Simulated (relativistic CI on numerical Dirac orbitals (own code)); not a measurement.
# Ca III: calculation against measurement

Calculated at this level of theory: Dirac-Coulomb-Breit CI, orbitals from a KLI potential per configuration, model QED, valence Slater integrals scaled by 0.85, P86 correlation estimate, and configurations built on the next ion tied to the tabulated ionisation energy (semi-empirical) (own radial code, finite nucleus).

Configuration list (outside the closed core [Ne]): 3s2 3p6, 3s2 3p5 3d, 3s2 3p5 4s, 3s2 3p5 4p, 3s2 3p5 4d, 3s2 3p5 5s, 3s2 3p5 4f, 3s2 3p4 3d2, 3s 3p6 3d, 3s2 3p5 5p, 3s2 3p5 5d, 3s2 3p5 5f, 3s2 3p5 5g, 3p6 3d2, 3s 3p6 4s. Levels of other configurations are missing.

```csv
Configuration,Term (tabulated),J,Measured (cm⁻¹),Computed,Error,Purity (%)
3s2 3p6,1S,0,0.0,0,0,97
3s2 3p5 3d,3P°,0,203373.2,205278,1905,100
3s2 3p5 3d,3F°,3,213379.4,214489,1109,99
3s2 3p5 3d,1D°,2,225826.2,228203,2377,59
3s2 3p5 3d,3D°,3,226333.6,227778,1445,79
3s2 3p5 3d,3D° †,2,227388.6,229085,1696,59
3s2 3p5 3d,3D° †,1,227432.1,228923,1491,100
3s2 3p5 3d,1F°,3,228414.0,229921,1507,79
3s2 3p5 4s,3P°,2,242547.2,245856,3309,100
3s2 3p5 4s,3P°,1,243930.4,247244,3313,82
3s2 3p5 4s,3P°,0,245611.9,248974,3362,100
3s2 3p5 4s,1P°,1,247696.4,251004,3308,81
3s2 3p5 4p,3S,1,272188.7,273983,1795,97
3s2 3p5 4p,3D,3,277022.4,279322,2300,100
3s2 3p5 4p,3D,2,277380.9,279719,2338,75
3s2 3p5 4p,3D,1,278621.0,280933,2312,73
3s2 3p5 3d,1P°,1,279353.6,282085,2731,77
3s2 3p5 4p,3P,0,282075.2,284125,2050,98
3s2 3p5 4p,3P,1,282571.4,284688,2116,66
3s2 3p5 4p,1S,0,290934.3,293760,2826,95
3s2 3p5 4d,3P°,0,322663.3,324587,1924,99
3s2 3p5 4d,3P°,2,323655.1,325482,1827,83
3s2 3p5 4d,3F°,4,324110.2,325542,1432,100
3s2 3p5 4d,3F°,3,324660.5,325998,1337,73
3s2 3p5 5s,2[3/2]°,2,327922.9,329032,1110,95
3s2 3p5 4d,3D°,3,328588.8,327192,-1396,55
3s2 3p5 4d,1P°,1,336749.1,342192,5443,70
3s2 3p5 5p,2[5/2],3,340580.2,341790,1210,100
3s2 3p5 4f,2[3/2],1,346732.2,347723,991,99
3s2 3p5 4f,2[3/2],2,346896.3,347862,966,79
3s2 3p5 4f,2[9/2],5,347344.4,348162,818,100
3s2 3p5 4f,2[9/2],4,347383.5,348220,837,51
3s2 3p5 4f,2[5/2],3,347417.0,348337,920,66
3s2 3p5 4f,2[5/2],2,347758.2,348591,833,57
3s2 3p5 4f,2[7/2],3,348028.1,348816,787,39
3s2 3p5 4f,2[7/2],4,348051.9,348841,789,62
3s2 3p5 4f,2[5/2],3,350741.2,351611,870,59
3s2 3p5 4f,2[7/2],3,350779.5,351630,850,46
3s2 3p5 4f,2[7/2],4,350805.3,351646,840,38
3s2 3p5 4f,2[5/2],2,350900.0,351754,854,61
```

Measured levels from Sugar and Corliss, J. Phys. Chem. Ref. Data 8, 865 (1979); pairs were made by configuration, J and term (by order where the table uses no LS term), so strongly mixed levels may be paired wrongly.

Mean error by configuration (cm⁻¹): 3s2 3p5 3d 1846; 3s2 3p5 4s 3323; 3s2 3p5 4p 2248; 3s2 3p5 4d 1761; 3s2 3p5 5s 1110; 3s2 3p5 5p 1210; 3s2 3p5 4f 863. Over the excited levels the mean absolute error is 1787 cm⁻¹ (39 of the 51 excited levels that our extract of the source holds in range could be paired, and the others can miss by more), and the median relative error of those above 1,000 cm⁻¹ is 0.56 %. † marks terms whose computed intervals miss the measured ones by more than a factor of 2.5, or configurations far off the rest, from wrong mixing, a near crossing or a doubtful label or measurement; they are left out of the means.
